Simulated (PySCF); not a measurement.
# Assigning NMR signals

Bonds (- single, = double, # triple, : aromatic): C1-Si2, Si2-C3, Si2-N4, N4:N5, N5:C6, C6:C7, C7-F8, C7:N9, N9:N4. C1 carries H10, H11, H12; Si2 carries H13; C3 carries H14, H15, H16; C6 carries H17.

Theory: GFN2-xTB structure, PBE0/pcSseg-1 with gauge-including orbitals, in PySCF 2.14 (non-relativistic Hamiltonian, isolated molecule, a single conformation, averaged over atoms made equivalent by symmetry, fast rotation or ring inversion).

Scale: ¹³C and ¹H against TMS (reference shieldings calculated alike).

Task: Assign these signals to the numbered atoms. ¹³C{¹H} NMR (computed): δ 174.6, 126.7, -1.7.

Result: 
174.6 → C7, aromatic carbon bearing fluorine: an ipso carbon deshielded by its heteroatom
126.7 → C6, aromatic CH next to a ring nitrogen
-1.7 → C1/C3, methyl carbon bonded to Si: an electropositive neighbour leaves it electron-rich and shielded

Task: Assign these signals to the numbered atoms. ¹H NMR (500 MHz, computed): δ 7.56 (m, 1H), 5.42 (sept, 1H), 0.68 (d, 6H).

Result: 
7.56 → H17, hydrogen on an aromatic CH next to a ring nitrogen: the ring current deshields protons in the ring plane
5.42 → H13, hydrogen on a silicon bonded to 2 C, N
0.68 → H10/H11/H12/H14/H15/H16, hydrogen on a methyl carbon bonded to Si: an electropositive neighbour shields it, as in TMS itself

Splittings by ¹⁹F in the carbon and heteronuclear signals aren't shown, as no couplings were computed. Shifts are as computed. Against solution values, carbons near 30 ppm lie about +3 ppm off and those near 130 ppm about +5 ppm. Of 1211 compounds with measured shifts, 218 miss one by over three times the rms of a fit or turn the order of signals round; such compounds aren't used in these exercises. Multiplicities follow the n + 1 count of equivalent neighbours, as no J values were calculated; m marks all less simple cases, F and P coupling included.
